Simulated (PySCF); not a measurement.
Compound: mer-MoCl3(H2O)3 (quartet state).
Bonds: Mo1–Cl2, Mo1–Cl3, Mo1–Cl4, Mo1–O5, Mo1–O8, Mo1–O11. Hydrogens: H6, H7 on O5; H9, H10 on O8; H12, H13 on O11.

Computed by this run: PySCF 2.14.0, PBE0-D3(BJ)/def2-SVP geometry optimisation, gas phase, def2 core potentials past Kr; unrestricted, density fitting, grid level 1; the optimiser is geomeTRIC in internal coordinates, started from a GFN2-xTB structure with every atom displaced at random (about 0.03 Å).

Step 0: E = -45632.7661 eV
```
atom  x, y, z in Å  |  force x, y, z in eV/Å
Mo1     0.3450   -0.0164    0.0256   -0.345   0.710  -0.187
Cl2     0.0764    0.6701    2.3254   -0.037  -0.206  -0.158
Cl3    -0.0498   -0.6814   -2.3123    0.075   0.012   0.361
Cl4     2.7379   -0.0354    0.0459   -0.717  -0.100  -0.006
O5     -2.0824    0.1486   -0.1652    1.577   1.230   2.682
H6     -2.5599   -0.2539    0.5770    0.040  -0.022  -0.437
H7     -2.2730   -0.2610   -0.9732   -0.667  -1.296  -2.108
O8      0.4326    2.4015   -0.0793   -4.180  -1.665   2.243
H9      1.3076    2.6388   -0.1706    3.496   0.882  -0.300
H10     0.1915    2.5632    0.9076    0.658  -0.486  -2.048
O11     0.3420   -2.2919    0.1721    1.053   0.504  -0.946
H12     1.2732   -2.4759    0.5089   -1.415   0.137  -0.908
H13     0.2893   -2.4584   -0.8397    0.462   0.299   1.812
```

Step 1: E = -45633.3818 eV
```
atom  x, y, z in Å  |  force x, y, z in eV/Å
Mo1     0.3217    0.0063    0.0354   -0.719   0.728  -0.178
Cl2     0.0297    0.6108    2.3405   -0.031  -0.078   0.022
Cl3    -0.0572   -0.6365   -2.2829    0.023  -0.028  -0.024
Cl4     2.6653   -0.0760    0.0447    0.023  -0.015   0.023
O5     -2.0024    0.1741   -0.1363    0.870   0.253   0.349
H6     -2.4863   -0.2357    0.5894   -0.120  -0.116  -0.047
H7     -2.2122   -0.2546   -0.9748   -0.124  -0.202  -0.189
O8      0.3843    2.2897   -0.1021   -0.423  -0.808   0.136
H9      1.3104    2.5363   -0.2011    0.300   0.055  -0.002
H10     0.1671    2.4297    0.8434    0.143   0.056  -0.086
O11     0.3460   -2.1860    0.1778   -0.082   0.356  -0.013
H12     1.2512   -2.3723    0.4839   -0.047  -0.107  -0.209
H13     0.3127   -2.3378   -0.7958    0.187  -0.093   0.217
```

Step 2: E = -45633.4725 eV
```
atom  x, y, z in Å  |  force x, y, z in eV/Å
Mo1     0.2806    0.0523    0.0326   -0.103  -0.135  -0.149
Cl2    -0.0429    0.5685    2.3556    0.001   0.007   0.010
Cl3    -0.0750   -0.5649   -2.3005    0.014  -0.056  -0.010
Cl4     2.6279   -0.0072    0.0393    0.196   0.001   0.029
O5     -1.9119    0.1792   -0.1123   -0.059  -0.061  -0.037
H6     -2.3977   -0.2517    0.6018   -0.078  -0.012   0.069
H7     -2.1252   -0.2570   -0.9562   -0.028   0.050  -0.016
O8      0.3695    2.1913   -0.1251    0.129   0.154  -0.126
H9      1.3104    2.4164   -0.2323   -0.070  -0.022  -0.039
H10     0.1716    2.3617    0.8129   -0.026   0.247   0.302
O11     0.3147   -2.1166    0.1909   -0.164   0.020   0.086
H12     1.2152   -2.3221    0.4833    0.149  -0.081   0.032
H13     0.2935   -2.3020   -0.7679    0.040  -0.112  -0.151
```

Step 3: E = -45633.4917 eV
```
atom  x, y, z in Å  |  force x, y, z in eV/Å
Mo1     0.2798    0.0466    0.0275   -0.048   0.148  -0.082
Cl2    -0.0438    0.5852    2.3456   -0.001  -0.038   0.016
Cl3    -0.0749   -0.5958   -2.2995    0.011  -0.020  -0.016
Cl4     2.6386   -0.0014    0.0395    0.017  -0.010   0.019
O5     -1.9304    0.1644   -0.1143    0.039  -0.080  -0.021
H6     -2.4192   -0.2645    0.6008   -0.029   0.014   0.004
H7     -2.1494   -0.2662   -0.9598   -0.013   0.042   0.029
O8      0.3845    2.2274   -0.1084    0.035  -0.076   0.102
H9      1.3256    2.4461   -0.2229   -0.065  -0.051  -0.033
H10     0.1910    2.4190    0.8321    0.033   0.059  -0.018
O11     0.3155   -2.1353    0.1831   -0.016   0.071   0.014
H12     1.2173   -2.3471    0.4749    0.027  -0.026   0.019
H13     0.2960   -2.3305   -0.7764    0.011  -0.034  -0.035
```

Q: Estimate the geometry and energy of step 4. (The exact step hangs on the optimiser's Hessian estimate; all steps are aligned on step 3, rigid shifts and turns removed.)

A: E = -45633.4955 eV, largest force 0.154 eV/Å
```
atom  x, y, z in Å  |  force x, y, z in eV/Å
Mo1     0.2752    0.0525    0.0255   -0.027   0.058  -0.035
Cl2    -0.0508    0.5624    2.3504    0.008  -0.025  -0.030
Cl3    -0.0742   -0.5884   -2.3048    0.011  -0.009   0.014
Cl4     2.6379    0.0126    0.0441   -0.017  -0.005   0.010
O5     -1.9366    0.1566   -0.1119    0.025  -0.079  -0.025
H6     -2.4286   -0.2729    0.6012   -0.001   0.025  -0.013
H7     -2.1613   -0.2649   -0.9605   -0.003   0.039   0.041
O8      0.3918    2.2266   -0.1082   -0.009  -0.012   0.153
H9      1.3340    2.4317   -0.2342   -0.027  -0.036  -0.033
H10     0.2075    2.4404    0.8297    0.033   0.017  -0.070
O11     0.3174   -2.1293    0.1852    0.034   0.024  -0.054
H12     1.2192   -2.3438    0.4784   -0.025   0.004   0.020
H13     0.2991   -2.3357   -0.7730    0.000  -0.001   0.021
```

The energy changes by -0.0038 eV. The first-order estimate −F·Δx gives -0.0061 eV and the mean of the old and new forces, exact on a quadratic surface, -0.0045 eV. The step makes an angle of 66° with the force vector and moves no atom by more than 0.027 Å.

The cost below is that of the whole optimisation. Hardware: one thread, Arm Neoverse V2 (aarch64), shared host with 32 logical CPUs at a one-minute load of 19. Cost: 8.2 min wall, 0.80 GiB resident at most.
